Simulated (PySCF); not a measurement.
Working out the ionisation energy of Ti

Ti [Ar] 3d2 4s2 (3F) → Ti⁺ [Ar] 3d2 4s1 (4F). Calculation: PySCF 2.14, in def2-TZVP (6s4p4d1f, 45 functions); no relativity, point nucleus. Frozen: [Ar]. Energies in hartree (1 hartree = 27.21139 eV):

| part | Ti (lower) | Ti⁺ (upper) |
| --- | --- | --- |
| UHF | -848.394616 | -848.191411 |
| MP2 opposite-spin | -0.025924 | 0.000000 |
| MP2 same-spin | -0.008413 | -0.008704 |

Q: What does Hartree-Fock give?

A: (-848.191411) − (-848.394616) = 0.203205 hartree = 5.529 eV.

Q: What do MP2 and SCS-MP2 (6/5 opposite-spin, 1/3 same-spin) give?

A: The opposite-spin parts differ by 0.705 eV and the same-spin parts by -0.008 eV. MP2: 5.529 + (0.705) + (-0.008) = 6.226 eV. SCS-MP2: 5.529 + 1.2 × (0.705) + (-0.008)/3 = 6.372 eV.

Measured between the centres of the two terms (NIST): 6.828 eV, so MP2 (valence) is off by -0.602 eV.

The calculation is non-relativistic.

What remains against the reference includes basis incompleteness, the frozen core and correlation beyond second order.
